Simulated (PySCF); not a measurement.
Delta-SCF ions had no search for a lower state. Excitations are Tamm–Dancoff values on a coarser integration grid. The basis has no diffuse functions, so Rydberg states are missing or too high.

Cartesian coordinates (Å):
SMILES: [CH3][Al]([CH3])[OH]
```xyz
11

C      1.6400    -0.5866    -0.1215
Al    -0.0414     0.3986     0.0075
C     -1.8023    -0.4188     0.1120
O     -0.0327     2.1052     0.0320
H      1.9899    -0.6243    -1.1598
H      2.4438    -0.1234     0.4589
H      1.5420    -1.6232     0.2134
H     -1.8268    -1.4310    -0.3006
H     -2.1298    -0.4967     1.1552
H     -2.5573     0.1792    -0.4059
H      0.7745     2.6210     0.0089
```
Charge 0, spin multiplicity 1.

Problem. Give the HOMO–LUMO gap, T1 excitation (TDA), LUMO, brightest of the four lowest singlets (TDA), total energy, S1 excitation (TDA), vertical ionisation energy (Delta-SCF) and S1–T1 gap (TDA) at the level PySCF with PBE-D3(BJ)/def2-TZVP // r2SCAN-D4/def2-TZVP.

Solution. 
| Quantity | Result |
|---|---|
| HOMO–LUMO gap | 5.63 eV |
| T1 excitation (TDA) | 5.42 eV |
| LUMO | -0.71 eV |
| brightest of the four lowest singlets (TDA) | 6.10 eV |
| total energy | -397.8916 Ha |
| S1 excitation (TDA) | 5.71 eV |
| vertical ionisation energy (Delta-SCF) | 9.38 eV |
| S1–T1 gap (TDA) | 0.29 eV |
